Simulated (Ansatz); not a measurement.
Harmonic frequencies (cm⁻¹) at PBE0-D4/def2-TZVP from Ansatz: 76, 96, 168, 246, 275, 327, 352, 393, 416, 436, 490, 506, 571, 588, 733, 842, 852, 907, 929, 1289, 1387, 1435, 1453, 1962, 2185, 2203, 2461, 3033, 3098, 3121.

Task: Which molecule is it?
A. `[CH2]1[SiH2][SiH2][GaH]1`
B. `[SiH3][SnH]1[CH2][CH2]1`
C. `CB1[BH][AlH][SiH2]1`
D. `O[BH][GaH][GeH3]`

Result: C.
